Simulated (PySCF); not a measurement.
Cyclo-(H2SiS)3.
Geometry (PBE0-D3(BJ)/def2-SVP, Å), atoms numbered from 1 in this order:
```
atom  x, y, z in Å
Si1    0.335   -1.868   -0.045
H2    -1.040   -2.080    0.485
H3     1.107   -3.137   -0.060
S4     1.399   -0.491    1.229
Si5   -0.199    0.888    1.647
H6    -1.090    0.412    2.741
H7     0.477    2.155    2.042
S8    -1.503    1.150   -0.047
Si9   -0.091    0.920   -1.657
H10    1.168    1.646   -1.341
H11   -0.742    1.478   -2.871
S12    0.293   -1.156   -2.072
```

Method: TDDFT B3LYP/def2-SVPD, vertical, gas phase, core orbitals frozen in the response (PySCF).

Transition dipole moments from the ground state, in atomic units and in the frame of the coordinates above (overall signs are arbitrary), for the states with f of 0.002 or more among the lowest 10:

```csv
state,E (hartree),μx,μy,μz
S1,0.1947,-0.036,0.121,0.245
S2,0.1992,0.041,0.221,-0.107
S4,0.2080,0.058,0.221,-0.119
S5,0.2099,0.088,0.152,-0.072
S9,0.2256,-0.013,0.064,0.102
S10,0.2310,-0.060,-0.038,-0.144
```

(1) What oscillator strength does each state have?

(2) How is the summed strength of these states shared among x, y and z?

Results:

(1) f = (2/3) ΔE |μ|² with ΔE in hartree (27.2114 eV).

```csv
state,|μ|² (au),|μ| (D),f
S1,0.076,0.70,0.010
S2,0.062,0.63,0.008
S4,0.066,0.65,0.009
S5,0.036,0.48,0.005
S9,0.015,0.31,0.002
S10,0.026,0.41,0.004
```

(2) (2/3) Σ ΔE μα² gives 0.003 for x, 0.019 for y and 0.017 for z, 0.038 in all.

All these states lie below the vertical ionisation energy of 9.08 eV (ΔSCF).

One conformer stands for the species.
